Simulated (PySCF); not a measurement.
C3H5ClF2O.
SMILES: `FCOC[C@H](F)Cl`

The closed-shell SCF was solved with PySCF and density fitting under several settings on one GFN2-xTB geometry (grid level 2 and gas phase unless stated).

```csv
settings,basis functions,SCF cycles,E (Eh),HOMO (eV),LUMO (eV),dipole (D)
PBE0/pcSseg-1,151,14,-851.8043,-8.64,0.52,1.57
PBE0/def2-SVPD,196,14,-851.4558,-8.76,0.14,1.51
OPBE/pcSseg-1,151,15,-852.1420,-6.95,-0.47,1.47
WP04/pcseg-1,127,14,-864.2302,-9.89,-1.91,1.65
"OPBE/def2-TZVP, grid level 4, fitting basis def2-qzvpp-jkfit",253,11,-852.3753,-6.94,-0.53,1.38
```

Estimate the rows for these settings: (1) LDA/6-31G, grid level 3, energy threshold 1e-06 Eh; (2) PW91/6-311G**, IEF-PCM chloroform, start guess vsap, energy threshold 1e-07 Eh; (3) BHandHLYP/pcSseg-1, grid level 4.

```tsv
settings	basis functions	SCF cycles	E (Eh)	HOMO (eV)	LUMO (eV)	dipole (D)
LDA/6-31G, grid level 3, energy threshold 1e-06 Eh	77	8	-847.8991	-6.90	-0.70	1.70
PW91/6-311G**, IEF-PCM chloroform, start guess vsap, energy threshold 1e-07 Eh	164	12	-852.4058	-6.86	-0.61	1.80
BHandHLYP/pcSseg-1, grid level 4	151	12	-852.1721	-10.17	1.62	1.66
```

Over all rows, what range does the HOMO–LUMO gap span?

From 6.20 eV (LDA/6-31G, grid level 3, energy threshold 1e-06 Eh) to 11.79 eV (BHandHLYP/pcSseg-1, grid level 4). The functional of the narrowest has no exact exchange, that of the widest 50 % exact exchange.

And the dipole moment?

From 1.38 D (OPBE/def2-TZVP, grid level 4, fitting basis def2-qzvpp-jkfit) to 1.80 D (PW91/6-311G**, IEF-PCM chloroform, start guess vsap, energy threshold 1e-07 Eh); the largest is 1.30 times the smallest, and the median is 1.61 D.

Compare two rows with the functional OPBE: OPBE/def2-TZVP, grid level 4, fitting basis def2-qzvpp-jkfit and OPBE/pcSseg-1. Which energy is lower, and by how much?

OPBE/def2-TZVP, grid level 4, fitting basis def2-qzvpp-jkfit (253 functions) lies 0.2333 Eh or 146 kcal/mol below OPBE/pcSseg-1 (151 functions).

Cycle counts include a coarse-grid stage where the run had one. All basis functions are spherical, in the Pople sets too. WP04 was designed for NMR shieldings or shifts; total energies of different functionals aren't comparable. One conformer (not necessarily the lowest) at the GFN2-xTB geometry, without vibrations or thermal averaging.

Conformer computed: `[F:1][CH2:2][O:3][CH2:4][C@H:5]([F:6])[Cl:7]`: F1–C2–O3–C4 -68°, C2–O3–C4–C5 -75°, O3–C4–C5–F6 81°.
